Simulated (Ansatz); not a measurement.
Reaction (silylene formation by 1,1-elimination): `B[SiH](F)[SiH2]N` → `B[SiH2]F` + `N[SiH]`

Program: Ansatz. Geometries: PBE0-D4/def2-TZVP. ΔE: electronic, gas phase. CCSD(T)/CBS is the MP2 limit (def2-TZVPP, def2-QZVPP) plus CCSD(T) − MP2 in def2-TZVPP, frozen cores. This one scheme is used for every species. DFT in def2-TZVPP. One conformer a species, not always the lowest.

`B[SiH](F)[SiH2]N`:

Cartesian coordinates in Å:
```
B -0.156 -1.472 -1.647
Si 0.151 0.461 -1.312
F -1.050 1.418 -1.800
Si 0.530 0.732 1.003
N -0.816 0.166 1.911
H -1.208 -1.944 -1.959
H 0.753 -2.222 -1.433
H 1.392 0.925 -2.000
H 0.706 2.171 1.333
H 1.839 0.056 1.276
H -1.199 -0.753 1.764
H -0.942 0.463 2.865
```

`B[SiH2]F`:

Cartesian coordinates in Å:
```
B 1.157 -0.205 -0.260
Si -0.766 0.134 0.171
F -1.630 -1.208 0.357
H 1.638 -1.293 -0.369
H 1.874 0.740 -0.418
H -1.402 0.923 -0.921
H -0.872 0.909 1.439
```

`N[SiH]`:

```xyz
5

N    -0.548    0.130   -0.025
Si    0.991    0.180   -0.761
H    -0.769   -0.283    0.868
H    -1.360    0.531   -0.469
H     1.686   -0.558    0.387
```

```
         level  ΔE (kcal/mol)
     r2SCAN-D4           39.7
       PBE0-D4           39.5
       ωB97M-V           32.8
           PBE           35.4
        r2SCAN           39.0
 HF/def2-TZVPP           29.8
MP2/def2-QZVPP           36.6
CCSD/CBS(def2)           34.2
```

(1) What does CCSD(T)/CBS give? (Estimate.)

Largest T1 diagnostic among the species: 0.015.

## Answers

(1) Ansatz gave: +34.9 kcal/mol. The listed levels differ from it by 4.8, 4.6, -2.1, 0.5, 4.1, -5.1, 1.7, -0.7 kcal/mol.

In def2-TZVPP, CCSD(T) changes the Hartree–Fock value by +3.4 kcal/mol (the triples alone add +0.7 kcal/mol) and MP2 by +5.8 kcal/mol. The D4 term adds +3.8 kcal/mol with B3LYP and +2.2 kcal/mol with PBE0; it sums over pairs of atoms, weighted by their polarisabilities, and B3LYP, whose exchange is more repulsive, gets the larger term. From PBE to PBE0 (25 % exact exchange), in def2-TZVPP and without D4, ΔE moves by +1.9 kcal/mol.

B3LYP here is the variant with VWN-RPA as its local correlation; programs differ in this.
